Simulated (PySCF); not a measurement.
Species: AsB₂H₅.
Numbering: `[BH2:1][BH:2][AsH2:3]` (hydrogens: H4, H5 on B1; H6 on B2; H7, H8 on As3)

Computed by this run: PBE0-D3(BJ)/def2-SVP geometry optimisation, gas phase in PySCF 2.14.0; density fitting, grid level 1; the optimiser is geomeTRIC in internal coordinates, started from a GFN2-xTB structure with every atom displaced at random (about 0.01 Å).

Step 0: E = -62255.6297 eV
```
atom  x, y, z in Å  |  force x, y, z in eV/Å
B1     -1.2051    0.3208   -0.4718   -0.729   1.023  -0.463
B2     -0.2602   -0.7739    0.1145    0.863  -0.366   0.334
As3     1.6884   -0.2663    0.0833    0.266  -0.009   0.051
H4     -1.3516    0.4985   -1.6363   -0.029  -0.037  -0.690
H5     -1.7294    1.1707    0.1789   -0.212   0.238   0.456
H6     -0.4604   -1.8446    0.5302   -0.185  -0.981   0.387
H7      1.5343    1.2263    0.1926   -0.027   0.418  -0.249
H8      1.8393   -0.3506    1.5869    0.054  -0.285   0.173
```

Q: Estimate the geometry and energy of step 1. (The exact step hangs on the optimiser's Hessian estimate; all steps are aligned on step 0, rigid shifts and turns removed.)

A: E = -62255.7636 eV, largest force 0.234 eV/Å
```
atom  x, y, z in Å  |  force x, y, z in eV/Å
B1     -1.2425    0.3638   -0.5126    0.083  -0.195   0.047
B2     -0.2405   -0.7666    0.1344   -0.079   0.096  -0.073
As3     1.7204   -0.2570    0.1087   -0.048   0.159   0.165
H4     -1.3677    0.5155   -1.7074    0.004   0.012  -0.039
H5     -1.8217    1.1549    0.1962   -0.017   0.042   0.049
H6     -0.4738   -1.8678    0.5776    0.004   0.053  -0.018
H7      1.5723    1.2670    0.1675    0.033  -0.163  -0.024
H8      1.9086   -0.4290    1.6139    0.020  -0.004  -0.107
```

The energy changes by -0.1338 eV. The first-order estimate −F·Δx gives -0.2900 eV and the mean of the old and new forces, exact on a quadratic surface, -0.1375 eV. The step makes an angle of 51° with the force vector and moves no atom by more than 0.108 Å.

The cost below is that of the whole optimisation. Hardware: one thread, Arm Neoverse V1 (aarch64), shared host with 32 logical CPUs at a one-minute load of 14. Cost: 18 s, 0.36 GiB resident at most.
